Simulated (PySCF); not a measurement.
Symmetry of computed structures. Method used: PySCF 2.14.0, PBE0-D3(BJ)/def2-SVP geometry optimisation, gas phase, def2 core potentials past Kr. The symmetry is that of the one conformer found, every atom within 0.08 Å of its image; none is proved a minimum here. The geometries of the anions come from a basis without diffuse functions.

Task: Point group, rotor type and polarity of TeMe2 (`C[Te]C`)?

Result: C2v; asymmetric top; symmetry number 2; 4 operations, which sort the 9 atoms into 4 sets; dipole 1.21 D, along b, the twofold axis.

Task: What symmetry has `[CH3:1][CH2:2][CH:3]([OH:4])[CH2:5][CH3:6]` with C1–C2–C3–O4 -57°, C2–C3–O4–H -62°, C2–C3–C5–C6 -177°?

Result: Cs; near-prolate asymmetric top; symmetry number 1; 2 operations, which sort the 18 atoms into 11 sets; dipole 1.49 D; A, B, C = 7412, 1905, 1661 MHz; heavy atoms equivalent by symmetry: C1/C6, C2/C5.

Task: `O=C([O-])/C=C/F`: symmetry, top, dipole?

Result: Cs; near-prolate asymmetric top; symmetry number 1; 2 operations, which sort the 8 atoms into 8 sets; dipole about the centre of mass 5.65 D, in the ab plane, which is the mirror.
